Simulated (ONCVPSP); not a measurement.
Configuration tests for Pb (Z = 82) (ONCV)

lead (Pb), optimised norm-conserving Vanderbilt (ONCV), made with ONCVPSP 4.0.1 (PBE, scalar-relativistic). Core [Kr] 4d10 4f14, reference 5s2 5p6 5d10 6s2 6p2. Waves: 5s+6s: rc 1.48 bohr, ncon 4, nbas 7, qcut 7.6 1/bohr, 2 projectors; 5p+6p: rc 1.40 bohr, ncon 4, nbas 7, qcut 12.5 1/bohr, 2 projectors; 5d: rc 1.95 bohr, ncon 4, nbas 8, qcut 7.7 1/bohr, 2 projectors, debl 2.7 Ha. Local part: polynomial inside 0.95 bohr (lpopt 5, dvloc0 6 Ha). Core correction: none.

Energies are relative to the spin-unpolarised reference configuration 5s2 5p6 5d10 6s2 6p2; without spin polarisation the order of configurations can differ from experiment.

```csv
valence configuration,charge,ΔE all-electron (eV),error AE − PS (meV)
5s2 5p6 5d10 6s2 6p1,+1,6.576,-2.6
5s2 5p6 5d10 6s1 6p0,+3,52.431,-24
```

(1) What are ΔE and the potential's error for 5s1 5p6 5d10 6s2 6p2?

(2) What are ΔE and the potential's error for 5s2 5p6 5d10 6s2 6p0?

Levels in the configuration 5s2 5p6 5d10 6s2 6p1:

| level | all-electron (eV) | pseudo (eV) |
| --- | --- | --- |
| 5s | -151.862 | -151.866 |
| 5p | -93.540 | -93.539 |
| 5d | -28.853 | -28.846 |
| 6s | -19.228 | -19.228 |
| 6p | -9.857 | -9.856 |

Note: ghosts flagged at negative energy: d at -88.1 eV; GHOST(+) flagged for s at 155.0 eV. A true bound ghost makes a file unfit for plane-wave use.

## Answers

(1) ΔE = 151.967 eV all-electron; the error (AE − PS) is -596 meV.

(2) ΔE = 20.021 eV all-electron; the error (AE − PS) is -8.4 meV.
